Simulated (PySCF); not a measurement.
[Nd(NO3)]2+ at several levels of theory

Computed with PySCF 2.14.0 (density fitting, no spin-orbit coupling) at the geometry relaxed with PBE:

```xyz
5
[Nd(NO3)]2+ (singlet in the valence; each metal's 4f electrons, 3 of them, lie in its core potential, out of spins and levels)
Nd    0.0000    0.0000   -0.6367
O     1.0924    0.0000    1.2873
O    -1.0924    0.0000    1.2873
N     0.0000    0.0000    2.0776
O     0.0000    0.0000    3.2391
```

```tsv
level	basis	state	HOMO (eV)	gap (eV)	charge on Nd1 (e)	population of f-type functions on Nd1 (polarisation alone where 4f lies in the core)	dipole about the centre of mass (D)	largest force component (eV/Å)
PBE	Nd lcecp-1-SVP with ECP49, O def2-SVP, N def2-SVP	singlet	-18.45	3.84	1.90	0.05	6.16	0.02
r2SCAN	the same	singlet	-18.77	4.51	2.00	0.05	6.85	1.00
PBE	Nd lcecp-1-TZVP with ECP49, O def2-TZVP, N def2-TZVP	singlet	-18.31	3.86	2.03	0.06	6.22	0.53
```

In the lcecp rows the 4f levels are missing from HOMO and gap, and the state counts the valence alone.

Charges are Mulliken's, which hang on the basis. The relaxation used the grid (50, 194), these runs (75, 302) or, all-electron (x2c bases, spin-free X2C Hamiltonian), (99, 590).

Q: A further run in the first row's basis gives HOMO (eV) -24.01, gap (eV) 13.36, charge on Nd1 (e) 2.28, population of f-type functions on Nd1 (polarisation alone where 4f lies in the core) 0.05, dipole about the centre of mass (D) 8.71, largest force component (eV/Å) 5.37. Which level was it?
A. B3LYP
B. BLYP
C. HF

A: C. The others give HOMO -19.80 eV (B3LYP); -18.29 eV (BLYP).

In the first row's basis the gap widens with exact exchange: 3.7 to 4.5 eV for BLYP, PBE, r2SCAN (none); 5.7 eV for B3LYP (a fixed share); 13.4 eV for Hartree–Fock (rising or full at long range).

An lcecp potential fixes the number of 4f electrons, so in runs with it no electron can move into or out of that shell.
